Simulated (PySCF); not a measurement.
SMILES [SiH3]O[SiH2]O[SiH2]F (H7FO2Si3), singlet (PBE0/def2-SVP optimised geometry):

```
13

Si     1.349     0.144     0.713
O     -0.083    -0.316     0.000
Si    -1.727    -0.316     0.000
O     -2.301    -1.070     1.364
Si    -1.904    -1.733     2.810
F     -0.452    -1.149     3.253
H      2.244     0.677    -0.355
H      1.993    -1.037     1.351
H      1.109     1.210     1.729
H     -2.244     1.079     0.000
H     -2.197    -1.079    -1.182
H     -1.772    -3.207     2.696
H     -2.891    -1.319     3.835
```

Computed with PBE0/def2-TZVP in PySCF 2.14.0.

Q: What are the frontier orbital energies and the dipole moment?

A: HOMO-2 -9.22 eV, HOMO-1 -8.97 eV, HOMO -8.64 eV, LUMO 0.07 eV, LUMO+1 0.34 eV; dipole moment 0.81 D.

On the same geometry PBE/def2-TZVP (PySCF) gives HOMO-2 -7.77 eV, HOMO-1 -7.54 eV, HOMO -7.23 eV, LUMO -0.82 eV, LUMO+1 -0.55 eV; dipole moment 0.73 D.

Meta-Löwdin charges at PBE0/def2-TZVP: Si1 0.74, O2 -0.84, Si3 1.09, O4 -0.84, Si5 1.15, F6 -0.51, H7 -0.11, H8 -0.10, H9 -0.11, H10 -0.13, H11 -0.12, H12 -0.12, H13 -0.12.
